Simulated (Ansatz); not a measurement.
```xyz
4

N     0.0000    0.0001   -0.6651
N     0.0000   -0.0001    0.6651
H     0.0000    1.0754   -0.9873
H     0.0000   -1.0754    0.9873
```

Basis set: 6-31G* (spherical functions). Left uncorrelated: 2 orbitals. Charge 0, multiplicity 1.

Computed with Ansatz (development build ahead of 0.2.0); each method stands on the lowest determinant of its kind that the runs found. Restricted open shells among the atoms or ions are ROHF, correlated in semicanonical orbitals with singles.

The atomization energy at this shape (free ground-state atoms in the same class of orbitals less the molecule, no zero-point energy) of singlet N2H2:

```json
{"method": "RHF", "atomization energy": "5.38 eV"}
```

Q: What does RHF-MP2 give?

A: 10.60 eV. Caution: in another basis set an unrestricted determinant lies well below; the shape is not the minimum.
